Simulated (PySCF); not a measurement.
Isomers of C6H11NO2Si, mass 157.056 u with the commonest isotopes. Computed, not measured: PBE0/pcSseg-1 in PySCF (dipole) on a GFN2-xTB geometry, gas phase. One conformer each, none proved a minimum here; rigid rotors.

Problem. Order these by rotational constant A, smallest first.
A. `[CH3:1][CH2:2][O:3][Si@@H:4]([OH:5])[n:6]1[cH:7][cH:8][cH:9][cH:10]1` with C1–C2–O3–Si4 -172°, C2–O3–Si4–O5 52°, O3–Si4–O5–H 163°, O3–Si4–N6–C7 16°
B. `[CH2:1]=[CH:2][C@@H:3]([O:4][CH3:5])[C@H:6]([C:7]#[N:8])[O:9][SiH3:10]` with C1–C2–C3–O4 143°, C2–C3–O4–C5 -155°, C2–C3–C6–C7 59°, C3–C6–O9–Si10 -47°
C. `[CH3:1][O:2][Si@@H:3]([OH:4])[n:5]1[cH:6][cH:7][c:8]([CH3:9])[cH:10]1` with C1–O2–Si3–O4 54°, O2–Si3–O4–H 163°, O2–Si3–N5–C6 20°
D. `[CH3:1][O:2][Si@H:3]([OH:4])[CH2:5][n:6]1[cH:7][cH:8][cH:9][cH:10]1` with C1–O2–Si3–O4 -177°, O2–Si3–O4–H 38°, O2–Si3–C5–N6 -56°, Si3–C5–N6–C7 94°
E. `[CH3:1][CH:2]([CH3:3])[O:4][C:5](=[O:6])[SiH2:7][CH2:8][C:9]#[N:10]` with C1–C2–O4–C5 90°, C2–O4–C5–O6 -3°, O4–C5–Si7–C8 -22°, C5–Si7–C8–C9 -51°

Solution. B (1346 MHz), E (1447 MHz), D (2125 MHz), A (2227 MHz), C (2949 MHz).

Problem. Order these by dipole moment, largest first.
A. `[CH3:1][CH2:2][O:3][CH2:4][c:5]1[cH:6][n:7][o:8][c:9]1[SiH3:10]` with C1–C2–O3–C4 179°, C2–O3–C4–C5 172°, O3–C4–C5–C6 163°
B. `[CH3:1][O:2][Si@@H:3]([OH:4])[n:5]1[cH:6][cH:7][c:8]([CH3:9])[cH:10]1` with C1–O2–Si3–O4 54°, O2–Si3–O4–H 163°, O2–Si3–N5–C6 20°
C. `[CH3:1][CH:2]([CH3:3])[O:4][C:5](=[O:6])[SiH2:7][CH2:8][C:9]#[N:10]` with C1–C2–O4–C5 90°, C2–O4–C5–O6 -3°, O4–C5–Si7–C8 -22°, C5–Si7–C8–C9 -51°
D. `[CH2:1]=[CH:2][C@@H:3]([O:4][CH3:5])[C@H:6]([C:7]#[N:8])[O:9][SiH3:10]` with C1–C2–C3–O4 143°, C2–C3–O4–C5 -155°, C2–C3–C6–C7 59°, C3–C6–O9–Si10 -47°
E. `[CH3:1][CH2:2][O:3][Si@@H:4]([OH:5])[n:6]1[cH:7][cH:8][cH:9][cH:10]1` with C1–C2–O3–Si4 -172°, C2–O3–Si4–O5 52°, O3–Si4–O5–H 163°, O3–Si4–N6–C7 16°
F. `[CH3:1][O:2][Si@H:3]([OH:4])[CH2:5][n:6]1[cH:7][cH:8][cH:9][cH:10]1` with C1–O2–Si3–O4 -177°, O2–Si3–O4–H 38°, O2–Si3–C5–N6 -56°, Si3–C5–N6–C7 94°

Solution. A (4.98 D), D (4.52 D), C (3.76 D), E (2.19 D), B (1.96 D), F (1.61 D).

Problem. Order these by rotational constant B, largest first.
A. `[CH3:1][O:2][Si@@H:3]([OH:4])[n:5]1[cH:6][cH:7][c:8]([CH3:9])[cH:10]1` with C1–O2–Si3–O4 54°, O2–Si3–O4–H 163°, O2–Si3–N5–C6 20°
B. `[CH2:1]=[CH:2][C@@H:3]([O:4][CH3:5])[C@H:6]([C:7]#[N:8])[O:9][SiH3:10]` with C1–C2–C3–O4 143°, C2–C3–O4–C5 -155°, C2–C3–C6–C7 59°, C3–C6–O9–Si10 -47°
C. `[CH3:1][CH:2]([CH3:3])[O:4][C:5](=[O:6])[SiH2:7][CH2:8][C:9]#[N:10]` with C1–C2–O4–C5 90°, C2–O4–C5–O6 -3°, O4–C5–Si7–C8 -22°, C5–Si7–C8–C9 -51°
D. `[CH3:1][CH2:2][O:3][Si@@H:4]([OH:5])[n:6]1[cH:7][cH:8][cH:9][cH:10]1` with C1–C2–O3–Si4 -172°, C2–O3–Si4–O5 52°, O3–Si4–O5–H 163°, O3–Si4–N6–C7 16°
E. `[CH3:1][O:2][Si@H:3]([OH:4])[CH2:5][n:6]1[cH:7][cH:8][cH:9][cH:10]1` with C1–O2–Si3–O4 -177°, O2–Si3–O4–H 38°, O2–Si3–C5–N6 -56°, Si3–C5–N6–C7 94°

Solution. B (948.2 MHz), C (849.1 MHz), E (760.3 MHz), D (689.1 MHz), A (621.9 MHz).

```csv
SMILES,point group,Ia (u·Å²),Ib (u·Å²),Ic (u·Å²),κ,μa (D),μb (D),μc (D)
C=C[C@@H](OC)[C@H](C#N)O[SiH3],C1,375.46,532.97,667.66,-0.35,2.87,3.24,1.34
CCO[Si@@H](O)n1cccc1,C1,226.96,733.35,917.22,-0.84,1.56,1.52,0.23
CO[Si@@H](O)n1ccc(C)c1,C1,171.36,812.62,950.58,-0.93,1.38,1.33,0.41
CO[Si@H](O)Cn1cccc1,C1,237.87,664.68,783.40,-0.84,1.43,0.71,0.26
CCOCc1cnoc1[SiH3],C1,240.99,677.91,897.20,-0.76,4.30,2.44,0.63
CC(C)OC(=O)[SiH2]CC#N,C1,349.14,595.19,810.58,-0.45,0.13,1.13,3.59
```
